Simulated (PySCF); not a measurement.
FGa, charge +1, multiplicity 2. Atoms are numbered in the order given.

```xyz
2

Ga     0.0000     0.0000    -0.3839
F      0.0000     0.0000     1.3222
```
Charge +1, spin multiplicity 2.

Coordinates come from a PBE0-D3(BJ)/def2-TZVPD optimisation. The spin state was assumed, not searched.

Computed with ωB97X/def2-TZVPD (PySCF).

Mulliken values depend strongly on the basis, most of all with diffuse functions as here. ESP charges are fitted to the potential on shells at 1.4 to 2.0 van der Waals radii. Atomic charges (e):

| atom | meta-Löwdin | ESP fit | Mulliken | Mulliken spin |
|---|---|---|---|---|
| Ga1 | 1.33 | … | 1.07 | 0.79 |
| F2 | -0.33 | … | -0.07 | 0.21 |

Q: Fill in the missing entries. (An estimate is asked for; the answer gives what the named calculation found.)

A: 
- Ga1, ESP fit: 1.24
- F2, ESP fit: -0.24
